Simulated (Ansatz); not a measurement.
Species: C2H10O2Si2 (charge 0, singlet). 
Structure (B3LYP-D3(BJ)/def2-TZVP (Ansatz, a first-principles code) minimum search):
SMILES: [SiH3]OCCO[SiH3]
```xyz
16

Si    -3.2425     0.1209     0.6596
O     -1.6979    -0.4115     0.4507
C     -0.6273     0.4240     0.0388
C      0.6273    -0.4240    -0.0388
O      1.6979     0.4115    -0.4507
Si     3.2425    -0.1209    -0.6596
H     -3.2970     1.1862     1.6923
H     -3.7836     0.6764    -0.6065
H     -4.0313    -1.0510     1.0865
H     -0.4715     1.2404     0.7522
H     -0.8305     0.8644    -0.9434
H      0.8305    -0.8644     0.9434
H      0.4715    -1.2404    -0.7522
H      3.7836    -0.6764     0.6065
H      4.0313     1.0510    -1.0865
H      3.2970    -1.1862    -1.6923
```

Wanted: atomisation energy (electronic, to ground-state atoms), in eV. Correlated levels leave the core frozen unless marked. Open shells are spin-unrestricted. No spin-orbit coupling. Non-relativistic. The coupled-cluster limit lacks core correlation, which all-electron functionals hold. Basis-set limits of correlation are two-point, X^-3; Hartree-Fock from the larger set.

| level | program | atomisation energy (eV) |
|---|---|---|
| HF/cc-pV(D+d)Z | Ansatz | 42.75 |

### Question
What does CCSD(T)/CBS(cc-pV(T+d)Z,cc-pV(Q+d)Z) (Ansatz) give?

### Answer
59.48 eV, so HF/cc-pV(D+d)Z differs from it by -16.73 eV.
